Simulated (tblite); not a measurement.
Species: C8H12Si.
Atom-mapped SMILES: `[CH3:1][Si@@H:2]1[CH:3]=[CH:4][CH:5]=[C:6]1[CH:7]1[CH2:8][CH2:9]1` (hydrogens: H10, H11, H12 on C1; H13 on Si2; H14 on C3; H15 on C4; H16 on C5; H17 on C7; H18, H19 on C8; H20, H21 on C9)

The geometry is computed with GFN2-xTB (gas phase).

(1) List the bond lengths, angles and torsions at this level.

Answers

(1) 
```
                  bond  length (pm)
                C1–Si2        189.9
                Si2–C3        188.3
                 C3=C4        134.0
                 C4–C5        145.1
                 C5=C6        134.6
                 C6–C7        146.7
                 C7–C8        151.0
                 C8–C9        149.0
                Si2–C6        189.9
                 C7–C9        151.0
C1–H10, C1–H11, C1–H12        108.5
               Si2–H13        147.0
                C3–H14        107.7
                C4–H15        108.2
                C5–H16        108.1
                C7–H17        108.4
                C8–H18        107.9
                C8–H19        108.0
                C9–H20        107.9
                C9–H21        108.0
```

Bonds in one row agree within 1 pm and their mean is given. A selection of angles:
```
    angle  degrees
C1–Si2–C3    115.2
C1–Si2–C6    113.1
C3–Si2–C6     89.3
Si2–C3–C4    108.9
 C3–C4–C5    116.9
 C4–C5–C6    116.5
 C5–C6–C7    125.8
Si2–C6–C5    108.4
Si2–C6–C7    125.8
 C6–C7–C8    120.8
 C6–C7–C9    121.1
 C8–C7–C9     59.1
 C7–C8–C9     60.4
 C7–C9–C8     60.4
```

Torsions: C1–Si2–C3–C4 -116° (anticlinal); Si2–C3–C4–C5 0° (synperiplanar); C3–C4–C5–C6 0° (synperiplanar); C4–C5–C6–C7 180° (antiperiplanar); C5–C6–C7–C8 -37° (synclinal); C6–C7–C8–C9 110° (anticlinal); C1–Si2–C6–C5 117° (anticlinal); C6–C7–C9–C8 -110° (anticlinal).

The 3-membered ring C7–C8–C9 has internal angles of 59.1° to 60.4°. The C–C distances run from 1.340 Å (C3=C4, drawn double) to 1.510 Å (C7–C8, drawn single), a spread of 0.170 Å. The 5-membered ring Si2–C3–C4–C5–C6 has internal angles of 89.3° to 116.9° (sum 540°, against 540° for a flat polygon); it is planar, 0.00 Å rms from its mean plane, widest ring torsion 0°. Of the pairs four or more bonds apart, C5···H20 is among the closest relative to their van der Waals radii: 2.85 Å, 98 % of the sum of Bondi's values. Si2 (SiH silicon) has angles from 89.3° to 115.2°.

Point group: C1 (no symmetry element, even within 0.4 Å). Its GFN2-xTB frequencies are all real (lowest 47 cm⁻¹). One conformer, not necessarily the lowest. 2 starts were optimised and ended at 0.00 and 1.17 kcal/mol (GFN2-xTB); the lowest of these is shown.

Run on one thread of an x86-64 server, on a shared host. These figures are those of the optimisation.
